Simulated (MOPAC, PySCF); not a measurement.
[Zn(NH2)2], neutral singlet in the gas phase. 

Cartesian coordinates (Å):
```xyz
7

Zn     0.0284     0.0091     0.0047
N     -0.4150    -1.2410    -1.2551
H      0.3740    -1.7803    -1.6298
H     -0.9117    -0.8658    -2.0722
N      0.2024     1.2585     1.3300
H      1.0727     1.8021     1.3025
H      0.1382     0.8803     2.2829
```
Charge 0, spin multiplicity 1.

All levels are single points at this geometry (TPSS-D3(BJ)/def2-SVP); Pople sets use spherical d functions. Orbital energies aren't observables, and empty levels follow the basis.

BP86/6-31G* (LANL2DZ on Zn) in PySCF gives HOMO (eV) = -5.05.

**Question.** Estimate the HOMO (eV) from each of these levels: B3LYP-D3(BJ)/def2-TZVP in PySCF; PBE-D3(BJ)/def2-TZVP in PySCF; TPSSh-D3(BJ)/def2-TZVP in PySCF; B3LYP/3-21G in PySCF; B3LYP/LANL2DZ in PySCF; M06-2X/6-31G* (LANL2DZ on Zn) in PySCF; SVWN5/6-31G* (LANL2DZ on Zn) in PySCF; HF/3-21G in PySCF; HF/6-31G* (LANL2DZ on Zn) in PySCF; HF/STO-3G in PySCF; AM1 in MOPAC; PM3 in MOPAC.

**Answer.** 
```csv
level,HOMO (eV)
B3LYP-D3(BJ)/def2-TZVP in PySCF,-6.62
PBE-D3(BJ)/def2-TZVP in PySCF,-5.51
TPSSh-D3(BJ)/def2-TZVP in PySCF,-6.07
B3LYP/3-21G in PySCF,-5.89
B3LYP/LANL2DZ in PySCF,-6.14
M06-2X/6-31G* (LANL2DZ on Zn) in PySCF,-7.69
SVWN5/6-31G* (LANL2DZ on Zn) in PySCF,-5.11
HF/3-21G in PySCF,-9.63
HF/6-31G* (LANL2DZ on Zn) in PySCF,-9.85
HF/STO-3G in PySCF,-4.09
AM1 in MOPAC,-9.52
PM3 in MOPAC,-9.38
```
